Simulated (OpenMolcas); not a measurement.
What dynamic correlation does to the levels of Ho²⁺

* Program: OpenMolcas 26.06
* Basis: ANO-RCC-VQZP [9s8p6d4f3g2h]
* Scalar Hamiltonian: DKH2, point nucleus
* Active space: 11 electrons in 7 orbitals (4f)
* State averaging: 2S+1 = 4 odd, 35 roots (21 in the spin-orbit step); 2S+1 = 2 odd, 112 roots (35 in the spin-orbit step)
* Spin-orbit coupling: RASSI with atomic mean-field integrals over the reference wave functions, term energies averaged over their components

Methods on the same reference wave functions:
A. CASSCF
B. SS-CASPT2, IPEA 0.25 Eh, imaginary shift 0.1 Eh (closed shells correlated: 5s 5p)

Energies in cm⁻¹ above 4f¹¹ ⁴I°_15/2, the measured ground level; measured values from Martin, Zalubas and Hagan, Atomic Energy Levels: The Rare-Earth Elements, NSRDS-NBS 60 (1978); whole-number values converted from NIST levels in rydberg listed in Nahar, Atoms 12, 24 (2024).

```json
{"Level": "4f¹¹ ⁴I°_15/2", "A": "0.0", "B": "0.0", "Measured": "0.0"}
{"Level": "4f¹¹ ⁴I°_13/2", "A": "5559", "B": "5600", "Measured": "5439"}
{"Level": "4f¹¹ ⁴I°_11/2", "A": "9196", "B": "8990", "Measured": "8644"}
{"Level": "4f¹¹ ⁴I°_9/2 [64 %]", "A": "11595", "B": "10880", "Measured": "10770"}
{"Level": "4f¹¹ ⁴F°_9/2 [65 %]", "A": "17464", "B": "14280", "Measured": "13330"}
```

Deviations, from unrounded energies. A percentage is the sum of absolute deviations over the sum of measured energies, with the sign that they share, or ± where signs differ.

| Against measurement | Levels | A | B |
| --- | --- | --- | --- |
| mean absolute deviation (cm-1) | 4 | 1400 | 390 |
| fine structure of the ground term (%) | 3 | +6.0 | +2.5 |
| other terms of the ground configuration (%) | 1 | +31.0 | +7.1 |

B lies closest to measurement on these levels. The largest miss of B in the table is 4f¹¹ ⁴F°_9/2 [65 %], by +950 cm-1. The ranking rests on the paired levels alone, and a cruder setting can come out closer through cancelling errors.

The lowest spin-free term lies below A's lowest term by 1.051 hartree in B.

Term energies are means over components that CASPT2 splits; among the terms shown or strongly mixed into the levels shown the widest spread is 660 cm-1 (4f¹¹ ⁴I°, B). High states are left out of the spin-orbit mixing, which shifts the levels that they would mix with. Some levels mix across a computed gap that differs much from the measured one, so their mixing is not that of the real levels. Without dynamic correlation excited terms often stand tens of per cent too high (terms of higher spin than the ground term too low), and those without a measured partner can miss by more than the paired ones (holds for A). Computed and measured levels are paired by configuration, term and J; levels that our copy of the source lacks, or whose pairing is in doubt (as where it misses far off the trend of its configuration), stay unpaired and out of the deviations. Levels of configurations outside the active space are missing. Levels that lie high or do not pair safely by name in every column are left out.

A share in square brackets marks a mixed level and gives the weight of the term that names it, the lowest over the columns. ° marks odd parity.
